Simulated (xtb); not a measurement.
Input file for xtb: GFN2-xTB on CH5NOSe (a complex), monomers drawn apart or pushed together.

```
$ xtb mol.xyz --gfn 2 --sp --chrg 0 --uhf 0
9

N     -1.09438581    -0.41701169     0.19488816
C      0.17476864    -0.31409176    -0.25772230
O      1.15684880    -0.19003412     0.44470138
H     -1.26773666    -0.38533571     1.19083245
H     -1.86450114    -0.51025516    -0.44307836
H      0.24062549    -0.35618308    -1.36008606
Se     0.17787129     0.18643632     5.74438018
H     -0.24727124    -0.52109273     6.96525762
H      0.96257510    -0.96121493     5.27795165
```

Program output:

```
[...]
           -------------------------------------------------
          |                Calculation Setup                |
           -------------------------------------------------



molecular fragmentation (1/2 indicates fragments):
111111222
# atoms in fragment 1/2:     6     3
 fragment masses (1/2) :       45.04       80.98
CMA distance (Bohr)    :  10.656
constraining FC (au)   :  0.0500

           -------------------------------------------------
          |                 G F N 2 - x T B                 |
           -------------------------------------------------

        Reference                      10.1021/acs.jctc.8b01176
      * Hamiltonian:
        H0-scaling (s, p, d)           1.850000    2.230000    2.230000
        zeta-weighting                 0.500000
      * Dispersion:
        s8                             2.700000
        a1                             0.520000
        a2                             5.000000
        s9                             5.000000
      * Repulsion:
        kExp                           1.500000    1.000000
        rExp                           1.000000
      * Coulomb:
        alpha                          2.000000
        third order                    shell-resolved
        anisotropic                    true
        a3                             3.000000
        a5                             4.000000
        cn-shift                       1.200000
        cn-exp                         4.000000
        max-rad                        5.000000


          ...................................................
          :                      SETUP                      :
          :.................................................:
          :  # basis functions                  27          :
          :  # atomic orbitals                  26          :
          :  # shells                           14          :
          :  # electrons                        26          :
          :  max. iterations                   250          :
          :  Hamiltonian                  GFN2-xTB          :
          :  restarted?                      false          :
          :  GBSA solvation                  false          :
          :  PC potential                    false          :
          :  electronic temp.          300.0000000     K    :
          :  accuracy                    1.0000000          :
          :  -> integral cutoff          0.2500000E+02      :
          :  -> integral neglect         0.1000000E-07      :
          :  -> SCF convergence          0.1000000E-05 Eh   :
          :  -> wf. convergence          0.1000000E-03 e    :
          :  Broyden damping             0.4000000          :
          :  net charge                          0          :
          :  unpaired electrons                  0          :
          ...................................................

 iter      E             dE          RMSdq      gap      omega  full diag
   1    -14.8756996 -0.148757E+02  0.574E+00    3.69       0.0  T
   2    -14.9425765 -0.668769E-01  0.311E+00    4.14       1.0  T
   3    -14.9454806 -0.290409E-02  0.166E+00    4.32       1.0  T
   4    -14.9458579 -0.377234E-03  0.213E-01    4.20       1.0  T
   5    -14.9460283 -0.170482E-03  0.119E-01    4.20       1.0  T
   6    -14.9460466 -0.182990E-04  0.529E-02    4.21       1.0  T
   7    -14.9460508 -0.413458E-05  0.150E-02    4.21       2.2  T
   8    -14.9460518 -0.105926E-05  0.294E-03    4.21      11.4  T
   9    -14.9460519 -0.155816E-07  0.599E-04    4.21      55.6  T
  10    -14.9460519 -0.949035E-09  0.205E-04    4.21     162.7  T

   *** convergence criteria satisfied after 10 iterations ***

         #    Occupation            Energy/Eh            Energy/eV
      -------------------------------------------------------------
         1        2.0000           -0.7517027             -20.4549
       ...           ...                  ...                  ...
         7        2.0000           -0.5361927             -14.5905
         8        2.0000           -0.5014196             -13.6443
         9        2.0000           -0.4888365             -13.3019
        10        2.0000           -0.4682634             -12.7421
        11        2.0000           -0.4312459             -11.7348
        12        2.0000           -0.4054871             -11.0339
        13        2.0000           -0.3876690             -10.5490 (HOMO)
        14                         -0.2330994              -6.3430 (LUMO)
        15                         -0.2212211              -6.0197
        16                         -0.1438490              -3.9143
        17                         -0.0340809              -0.9274
        18                         -0.0211795              -0.5763
       ...                                ...                  ...
        26                          0.9141859              24.8763
      -------------------------------------------------------------
                  HL-Gap            0.1545696 Eh            4.2061 eV
             Fermi-level           -0.3103842 Eh           -8.4460 eV

 SCC (total)                   0 d,  0 h,  0 min,  0.008 sec
 SCC setup                      ...        0 min,  0.000 sec (  2.013%)
 Dispersion                     ...        0 min,  0.000 sec (  1.046%)
 classical contributions        ...        0 min,  0.000 sec (  0.438%)
 integral evaluation            ...        0 min,  0.001 sec ( 13.378%)
 iterations                     ...        0 min,  0.004 sec ( 54.784%)
 molecular gradient             ...        0 min,  0.002 sec ( 25.802%)
 printout                       ...        0 min,  0.000 sec (  2.210%)

         :::::::::::::::::::::::::::::::::::::::::::::::::::::
         ::                     SUMMARY                     ::
         :::::::::::::::::::::::::::::::::::::::::::::::::::::
         :: total energy             -14.823442381085 Eh    ::
         :: gradient norm              0.030831507638 Eh/a0 ::
         :: HOMO-LUMO gap              4.206054247925 eV    ::
         ::.................................................::
         :: SCC energy               -14.946051460713 Eh    ::
         :: -> isotropic ES            0.040565836721 Eh    ::
         :: -> anisotropic ES          0.002859284517 Eh    ::
         :: -> anisotropic XC          0.004374759040 Eh    ::
         :: -> dispersion             -0.002377316332 Eh    ::
         :: repulsion energy           0.122609079628 Eh    ::
         :: add. restraining           0.000000000000 Eh    ::
         :: total charge              -0.000000000000 e     ::
         :::::::::::::::::::::::::::::::::::::::::::::::::::::

           -------------------------------------------------
          |                Property Printout                |
           -------------------------------------------------

    * Orbital Energies and Occupations

         #    Occupation            Energy/Eh            Energy/eV
      -------------------------------------------------------------
         1        2.0000           -0.7517027             -20.4549
         2        2.0000           -0.7022189             -19.1083
         3        2.0000           -0.6643390             -18.0776
         4        2.0000           -0.6078244             -16.5397
         5        2.0000           -0.5845583             -15.9066
         6        2.0000           -0.5469985             -14.8846
         7        2.0000           -0.5361927             -14.5905
         8        2.0000           -0.5014196             -13.6443
         9        2.0000           -0.4888365             -13.3019
        10        2.0000           -0.4682634             -12.7421
        11        2.0000           -0.4312459             -11.7348
        12        2.0000           -0.4054871             -11.0339
        13        2.0000           -0.3876690             -10.5490 (HOMO)
        14                         -0.2330994              -6.3430 (LUMO)
        15                         -0.2212211              -6.0197
        16                         -0.1438490              -3.9143
        17                         -0.0340809              -0.9274
        18                         -0.0211795              -0.5763
        19                         -0.0148688              -0.4046
        20                          0.0038777               0.1055
        21                          0.1174633               3.1963
        22                          0.2225525               6.0560
        23                          0.3373025               9.1785
        24                          0.3805507              10.3553
       ...                                ...                  ...
        26                          0.9141859              24.8763
      -------------------------------------------------------------
                  HL-Gap            0.1545696 Eh            4.2061 eV
             Fermi-level           -0.3103842 Eh           -8.4460 eV

     #   Z          covCN         q      C6AA      α(0)
     1   7 N        2.632    -0.255    26.636     7.665
     2   6 C        2.688     0.260    22.618     7.783
     3   8 O        0.857    -0.400    21.683     6.243
     4   1 H        0.860     0.200     1.104     1.646
     5   1 H        0.860     0.184     1.191     1.710
     6   1 H        0.922     0.011     2.872     2.650
     7  34 Se       1.844    -0.305   246.173    27.340
     8   1 H        0.922     0.149     1.399     1.850
     9   1 H        0.922     0.156     1.350     1.817

 Mol. C6AA /au·bohr⁶  :       1316.402010
 Mol. C8AA /au·bohr⁸  :      50032.497476
 Mol. α(0) /au        :         58.704281


Wiberg/Mayer (AO) data.
largest (>0.10) Wiberg bond orders for each atom

 ---------------------------------------------------------------------------
     #   Z sym  total        # sym  WBO       # sym  WBO       # sym  WBO
 ---------------------------------------------------------------------------
     1   7 N    3.393 --     2 C    1.278     5 H    0.951     4 H    0.939
                             3 O    0.219
     2   6 C    3.951 --     3 O    1.747     1 N    1.278     6 H    0.925
     3   8 O    2.034 --     2 C    1.747     1 N    0.219
     4   1 H    0.960 --     1 N    0.939
     5   1 H    0.966 --     1 N    0.951
     6   1 H    1.000 --     2 C    0.925
     7  34 Se   1.937 --     8 H    0.970     9 H    0.967
     8   1 H    0.978 --     7 Se   0.970
     9   1 H    0.976 --     7 Se   0.967
 ---------------------------------------------------------------------------

Topologies differ in total number of bonds
Writing topology from bond orders to xtbtopo.mol

molecular dipole:
                 x           y           z       tot (Debye)
 q only:       -1.272      -0.679      -0.084
   full:       -1.518      -0.669      -0.253       4.266
molecular quadrupole (traceless):
                xx          xy          yy          xz          yz          zz
 q only:       -2.580       0.502      -2.866      -0.491      -8.731       5.446
  q+dip:       -3.002       0.561      -2.901      -0.654      -8.108       5.903
   full:       -3.525       0.055      -2.150      -1.411      -8.283       5.676


           -------------------------------------------------
          | TOTAL ENERGY              -14.823442381085 Eh   |
          | GRADIENT NORM               0.030831507638 Eh/α |
          | HOMO-LUMO GAP               4.206054247925 eV   |
           -------------------------------------------------

------------------------------------------------------------------------
------------------------------------------------------------------------
 total:
Note: The following floating-point exceptions are signalling: IEEE_UNDERFLOW_FLAG IEEE_DENORMAL
normal termination of xtb
 SCF:
```

The run finished.

Cost: about 0.07 core-seconds (a rough figure).
